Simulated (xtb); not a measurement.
C2H6OZn (SMILES C[CH2][Zn][OH]), singlet, at a GFN2-xTB geometry (such geometries of metal compounds can be far from the true shape). Base run: GFN2-xTB in xtb.

xtb was given this input:
```
$ xtb mol.xyz --gfn 2 --json

# file mol.xyz
10

Zn     0.51336456     0.04268395     0.35947764
C     -0.18985124    -1.05497978    -1.17737509
C     -1.57289452    -0.53229609    -1.54371968
H     -0.25714403    -2.10520493    -0.90394124
H      0.46664509    -0.98835194    -2.04136197
H     -1.53274000     0.50864029    -1.85911762
H     -2.26093044    -0.60806788    -0.70373102
H     -1.98257239    -1.11857733    -2.36859514
O      0.03734617     1.34267470     1.41084832
H      0.44351018     1.81330083     2.13219997
```

Each row names what was changed in the base input (with any setting that the change needs).

```csv
change,ΔE vs base (kJ/mol),HOMO-LUMO gap (eV),dipole (D),G_solv (kcal/mol),SCF cycles
base,0.00,4.07,1.96,-,12
gbsa = thf,-36.1,4.09,2.15,-9.74,11
gbsa = toluene,-27.4,4.12,2.44,-7.28,11
acc = 0.0001,0.00,4.07,1.96,-,18
alpb = acetonitrile,-40.0,4.10,2.29,-10.33,11
acc = 1000,0.03,4.07,1.97,-,7
etemp = 5000,-1.66,4.08,1.92,-,12
```

ALPB and GBSA are two models with their own fitted parameters for each solvent, which aren't always the measured dielectric constant.
